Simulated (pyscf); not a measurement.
Single points on ωB97X-D3(BJ)/def2-SVP structures (PySCF, gas phase).

**Question.** What is the homolytic dissociation enthalpy (298 K, ωB97M-D3(BJ)/def2-TZVP) of the C–I bond of I–CH₂–CH₂–I (SMILES ICCI), to I• + •H₂C–CH₂–I?

**Answer.** C–I to I• + •H₂C–CH₂–I: 53.9 kcal/mol. The 7 functionals that were run give +50.0 (M06-2X) to +59.5 kcal/mol (ωB97X-D3(BJ)). Other isomers of •H₂C–CH₂–I were not searched in full and may lie lower. Left out: the spin-orbit lowering of I, which is large for Br, Se, Te and I. Elements past Kr carry the def2 core potentials, without spin-orbit coupling.
